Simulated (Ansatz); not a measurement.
The cluster Ag₃Cl₄⁻, relaxed as a singlet with RKS PBE-D4/def2-SVPD in Ansatz, starting from the GFN1-xTB geometry. Force threshold 0.02 eV/Å.

In the def2 sets Ag takes a core potential; there is no spin–orbit coupling. The relaxation made no stability test and no search for a lower SCF solution. No other spin state of charge -1 was run. Another isomer (singlet) lies 0.18 eV lower at PBE0-D4/def2-TZVPD; other spin states weren't run for this one.

Start:

```xyz
7

Ag    0.5499   -1.1538    1.1779
Ag   -1.2879   -0.4173   -1.0901
Ag    0.5497    1.6472    0.0868
Cl   -0.3690    1.6451   -2.3140
Cl    2.5222    0.4946    1.2628
Cl   -0.4085   -2.7773   -0.5703
Cl   -1.5564    0.5616    1.4470
```

(1) Estimate the energy that the relaxation releases and the steps that it takes.

(2) Does the start keep its bonding and symmetry?

(3) Predict the relaxed structure.

Results:

(1) 2.5 kcal/mol, in 4 steps; 13 s on 4 threads of Arm Neoverse V2 on a shared host. No frequencies were taken in this run, so the end may be a saddle point.

(2) By distances, no bond broke or formed. The bond that changes most is Ag1–Cl7, from 2.73 to 2.79 Å (atoms count from 1). Point group C3v at the start, C3v at the end, both within 0.05 Å.

(3) 
```xyz
7

Ag    0.648   -1.165    1.037
Ag   -1.135   -0.453   -1.165
Ag    0.654    1.556   -0.026
Cl   -0.538    1.749   -2.245
Cl    2.448    0.556    1.444
Cl   -0.559   -2.805   -0.455
Cl   -1.517    0.561    1.410
```
Bond lengths (bridged metal pairs left out): 9 × Ag–Cl 2.52 to 2.79 Å.
